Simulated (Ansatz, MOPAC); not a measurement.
Species: H₃B₂O, net charge 0, doublet state. SMILES: [BH]OB

Atoms: O1, B2, H3, B4, H5, H6. Bonds: O1-B2, O1-B4, B2-H3, B4-H5, B4-H6.

Bond lengths (Å) and angles (degrees) optimised at PM7 with MOPAC; B3LYP/LANL2DZ with Ansatz (a first-principles code); B3LYP/6-31G* with Ansatz; MP2/6-31G* with Ansatz, each started from the B3LYP-D3(BJ)/def2-TZVP structure (Ansatz) of the last column. A row stands for all coordinates that are equal there; 7 of 8 kinds are shown. 6-31G* holds six Cartesian d functions. No wavenumbers were computed at B3LYP/LANL2DZ, MP2/6-31G*, so these may be saddle points.

```
coordinate    PM7  B3LYP/LANL2DZ  B3LYP/6-31G*  MP2/6-31G*  B3LYP-D3(BJ)/def2-TZVP
----------  -----  -------------  ------------  ----------  ----------------------
O1-B2       1.292          1.331         1.312       1.328                   1.305
O1-B4       1.355          1.373         1.351       1.353                   1.349
B2-H3       1.150          1.196         1.200       1.197                   1.195
B4-H5       1.176          1.191         1.195       1.192                   1.191
B2-O1-B4    172.1          175.7         174.6       173.1                   174.1
O1-B2-H3    142.2          126.4         123.8       122.3                   124.8
O1-B4-H5    121.5          117.9         118.0       118.2                   118.0
```

Mean signed difference of all 5 bond lengths from B3LYP-D3(BJ)/def2-TZVP: PM7 -0.016 Å, B3LYP/LANL2DZ 0.010 Å, B3LYP/6-31G* 0.004 Å, MP2/6-31G* 0.007 Å.
